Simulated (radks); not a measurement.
Question: These are the eigenvalues of the occupied orbitals of an atom or ion with whole-number occupations (hartree). Calculated with a radial shooting solver on a logarithmic mesh with Libxc functionals: scalar-relativistic Kohn-Sham, TASK exchange with Perdew-Wang LDA correlation, spin-polarised, spherical densities, finite nucleus; meta-GGA in the generalised Kohn-Sham scheme; Fermi nuclear charge, rms radius of each element as measured or else 0.836 A^(1/3) + 0.57 fm.

orbital  eigenvalue
1s down   -1854.822
1s up     -1854.822
2s up     -316.4847
2s down   -316.4842
2p up     -282.8030
2p down   -282.8028
3s up     -79.16364
3s down   -79.09730
3p up     -68.68927
3p down   -68.62264
3d up     -54.81658
3d down   -54.76492
4s up     -24.48076
4s down   -24.34937
4p up     -20.91661
4p down   -20.78714
4d up     -15.94080
4d down   -15.80942
4f up     -10.38673
5s up     -10.30491
5s down   -10.24198

Which element is it, and in what charge state? The configuration may be excited. Open shells, if any, are filled with parallel spins first.

Answer: Z = 64, gadolinium, charge +14: Gd14+ in [Kr] 4d10 4f2 5s2. The list shows which subshells hold electrons but not how many an open one holds; the 1s level, -1854.8 hartree, gives Z - s = 60.9 by -(Z - s)^2/2, which with screening and relativity narrows Z to a few neighbours, and the depths of the outer levels then fix element, charge and occupations together.
